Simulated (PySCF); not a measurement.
# Bond lengths and vibrations by method: AlH2O2 anion

All numbers below are calculated, not measured. The program is PySCF 2.14.0, an open-source quantum chemistry code, run on an isolated molecule that a program drew, which may never have been made. The molecule is AlH2O2 anion (charge -1, singlet), drawn as the SMILES string `[O-][AlH][OH]`.

The geometry was optimised and harmonic frequencies were computed with HF and MP2, all in the aug-cc-pV(D+d)Z basis, for the commonest isotopes, with a restricted reference for singlets and an unrestricted one otherwise, and a frozen core in MP2. Each result is a local minimum of its method.

Geometry at the HF minimum:
```xyz
5
AlH2O2 anion, angstrom
O     0.2627   -1.3423   -2.6267
Al    0.9437   -1.3288   -1.1605
O     1.9302   -0.0703   -0.4417
H     0.8554   -2.4974   -0.0281
H     2.2359   -0.2469    0.4300
```

Lengths of the bonds as drawn, in Å (atoms numbered as above):
```
bond,HF,MP2
O1-Al2,1.617,1.670
Al2-O3,1.753,1.793
Al2-H4,1.630,1.629
O3-H5,0.940,0.966
```

Rotational constants, in GHz:
| constant | HF | MP2 |
|---|---|---|
| A | 42.07 | 40.35 |
| B | 6.43 | 6.108 |
| C | 5.577 | 5.305 |

Harmonic frequencies in cm^-1, each column in rising order, so a row needn't be the same motion in every method:
```
rank,HF,MP2
1,305,266
2,365,352
3,567,512
4,678,629
5,722,660
6,828,789
7,1077,948
8,1760,?
9,4213,3861
```

**Estimate the missing MP2 frequency from the HF column.**

A single factor s that minimises the squared misfit of MP2 against s times HF over the other rows is sum(HF x MP2) / sum(HF^2) = 0.9157, with an rms misfit of 19 cm^-1. For rank 8 it gives 0.9157 x 1760 = 1612 cm^-1. The calculation gives 1742 cm^-1, 130 cm^-1 above the estimate. The drawn bonds are on average 2.1 % longer in MP2 than in HF.
